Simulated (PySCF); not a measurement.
1-[amino(fluoro)boranyl]propane (C₃H₉BFN), SMILES C(B(N)F)CC.

The structure is a stationary point at B3LYP-D3(BJ)/def2-SVP. One conformer was computed; it need not be the lowest.

Method: PySCF with PBE/def2-TZVP.

Symmetry labels are those of the subgroup Cs that the program uses (full group Cs).

Computed valence orbital energies around the gap with their symmetry:
```json
[
 {"orbital": "HOMO−7", "symmetry": "A\"", "energy (eV)": "-10.17"},
 {"orbital": "HOMO−6", "symmetry": "A'", "energy (eV)": "-9.48"},
 {"orbital": "HOMO−5", "symmetry": "A'", "energy (eV)": "-9.19"},
 {"orbital": "HOMO−4", "symmetry": "A\"", "energy (eV)": "-9.04"},
 {"orbital": "HOMO−3", "symmetry": "A'", "energy (eV)": "-8.04"},
 {"orbital": "HOMO−2", "symmetry": "A\"", "energy (eV)": "-7.78"},
 {"orbital": "HOMO−1", "symmetry": "A'", "energy (eV)": "-7.21"},
 {"orbital": "HOMO", "symmetry": "A\"", "energy (eV)": "-6.81"},
 {"orbital": "LUMO", "symmetry": "A'", "energy (eV)": "0.01"},
 {"orbital": "LUMO+1", "symmetry": "A\"", "energy (eV)": "0.46"},
 {"orbital": "LUMO+2", "symmetry": "A'", "energy (eV)": "0.75"},
 {"orbital": "LUMO+3", "symmetry": "A'", "energy (eV)": "1.20"}
]
```
